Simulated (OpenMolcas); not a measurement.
**Mn4+: effect of the metal basis and ligand basis**

Mn4+ with 4 ligands (chloride) in tetrahedral coordination (Td) at 2.15 Å.

```json
{
  "Program": "OpenMolcas",
  "Method": "SS-CASPT2, IPEA 0.25 Eh, imaginary shift 0.1 Eh (closed shells correlated: 3s 3p and the ligand valence shells)",
  "Spin-orbit coupling": "state interaction with AMFI integrals over the reference wave functions"
}
```

Fixed: active space 3 electrons in 5 orbitals (3d), DKH2 Hamiltonian.

States (labels of Td). Energies in cm-1 above the lowest state or level, χT in cm3 K/mol; under a threefold ground state the first gap can be a small split of the lowest multiplet, not the spin-orbit step.

```json
{"Run": "A", "Metal basis": "ANO-RCC-VDZP", "Ligand basis": "ANO-RCC-VDZP", "Ground state": "4T1", "First state of that spin": "4T2 12610", "First gap with spin-orbit (degeneracies)": "94 (4, 2)", "χT at 300 K": "1.457", "First state of another spin": "2E 1260", "Cost": "roughly 2.9 core-minutes"}
{"Run": "B", "Metal basis": "ANO-RCC-VTZP", "Ligand basis": "ANO-RCC-VTZP", "Ground state": "4T1", "First state of that spin": "4T2 12530", "First gap with spin-orbit (degeneracies)": "220 (4, 2)", "χT at 300 K": "1.196", "First state of another spin": "2E 250", "Cost": "roughly 20 core-minutes"}
```

Against A, the first state of the same spin changes by -0.6 % in B.

Costs are those of the CASPT2 steps.

Roots that are degenerate in the reference are averaged as groups; the widest CASPT2 spread within a group is 1200 cm-1 (the 3-fold group of multiplicity 2 near 17300 cm-1 above the lowest state of its run, A). Shifts and gaps below about the spread of the groups concerned are not significant. Over all roots computed the reference weight is 0.60 to 0.64 in A, 0.59 to 0.63 in B; a low but even weight reflects the number of correlated electrons. An orbital triplet at a regular site is open to Jahn-Teller coupling, which can distort the site and quench the lowest spin-orbit gaps and is left out. This shell can be high or low spin here, a state of another spin lies low, and with metal d orbitals alone active their balance is uncertain, so the ground spin may be wrong. Ligand-to-metal charge-transfer states are missing. With no ligand orbital active B as a rule stays too high, so bands that hang on it stand too high and its fall with covalency is understated. With one d shell and no ligand orbital active, 10Dq can be off by a tenth or more. The least metal-like active orbital is 74 % on the metal (Löwdin) and no ligand orbital is active, so the numbers are rough (holds for A). The least metal-like active orbital is 75 % on the metal (Löwdin) and no ligand orbital is active, so the numbers are rough (holds for B). No measured value stands beside these numbers; the geometry is a model, was not optimised and need not be the one that this ion takes.
